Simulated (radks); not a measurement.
Values are calculated unless marked as measured or tabulated.
Q: Ionisation of Se16+, [Ar], to Se17+, [Ne] 3s2 3p5, under several functionals. Dirac Kohn-Sham, spin-unpolarised, spherical densities, finite nucleus; open shells are shared between the two j in proportion to 2j + 1; a radial shooting solver on a logarithmic mesh with Libxc functionals. The NIST Atomic Spectra Database gives 651 eV (semi-empirical). Rank these functionals by the error of their Delta-SCF ionisation energy: exchange-only PBE; XLYP; exchange-only B88; PW91; LDA (Slater exchange, VWN5 correlation); PBE.

A: From best to worst: exchange-only PBE 652.85 eV (+2.4); exchange-only B88 653.04 eV (+2.5); LDA (Slater exchange, VWN5 correlation) 654.24 eV (+3.7); XLYP 654.53 eV (+4.0); PBE 654.60 eV (+4.1); PW91 654.83 eV (+4.3). Spin polarisation and multiplet splitting are left out, so open shells lie too high by an amount that depends on their filling. Sharing an open shell by 2j + 1 raises it above the true ground level by a part of the spin-orbit splitting, which enters the differences from NIST.

Beside tabulated values, note that spin-unpolarised runs miss the spin-polarisation part of the exchange energy of open shells.
